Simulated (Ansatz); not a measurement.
`[CH3][GeH]([OH])[Cl]` + NH₃ → `[CH3][GeH]([NH2])[Cl]` + H₂O at 298.15 K and 1 bar (ligand exchange at a Ge–O bond).

Program: Ansatz. Geometries: PBE0-D4/def2-TZVP. ΔE: electronic, gas phase. CCSD(T)/CBS is the MP2 limit (def2-TZVPP, def2-QZVPP) plus CCSD(T) − MP2 in def2-TZVPP, frozen cores. This one scheme is used for every species. For Ge outer-core shells are correlated without core-valence functions, which leaves a few kJ/mol of doubt a bond. Scalar relativity is left out up to krypton. Each species was taken in one conformer, which may not be the lowest.

| species | CCSD(T)/CBS energy (Eh) | H − E (kJ/mol) | S (J/(mol·K)) |
| --- | --- | --- | --- |
| `[CH3][GeH]([OH])[Cl]` | -2652.20691 | 177.4 | 345.2 |
| NH₃ | -56.50880 | 100.5 | 192.4 |
| `[CH3][GeH]([NH2])[Cl]` | -2632.32972 | 210.6 | 346.7 |
| H₂O | -76.37941 | 66.4 | 188.7 |

H − E and S are ideal-gas, rigid-rotor, harmonic terms from PBE0-D4/def2-TZVP, for one conformer and one mirror image of each species. 1 Eh = 2625.50 kJ/mol, R = 8.31446 J/(mol·K).

Problem. By hand: ΔE, ΔH, ΔS and ΔG.

Solution. ΔE = (-2632.32972) + (-76.37941) − (-2652.20691) − (-56.50880) = 0.00658 Eh = 17.3 kJ/mol. Δ(H − E) = 210.6 + 66.4 − 177.4 − 100.5 = -0.9, so ΔH = 16.4 kJ/mol. ΔS = 346.7 + 188.7 − 345.2 − 192.4 = -2.2 J/(mol·K). ΔG = 16.4 − 298.15 × (-2.2)/1000 = 17.1 kJ/mol.

Problem. By hand: the equilibrium constant, and the temperature at which ΔG would vanish if ΔH and ΔS stayed fixed.

Solution. log₁₀ K = −ΔG/(RT ln 10) = -3.0. ΔH and −TΔS have one sign here, so there is no such temperature. One of them is within its doubt of zero, so this could turn.

The number of gas molecules stays the same, so ΔS is small and ΔH decides. A doubt of 5 kJ/mol in ΔE shifts log₁₀ K by 0.9 here. Other conformers and mirror images would add mixing entropy, several J/(mol·K) or more a flexible species. These are equilibria of isolated gas molecules and say nothing of rates. Largest T1 diagnostic: 0.010 (customary marks: 0.02 for closed shells, 0.045 for open ones).
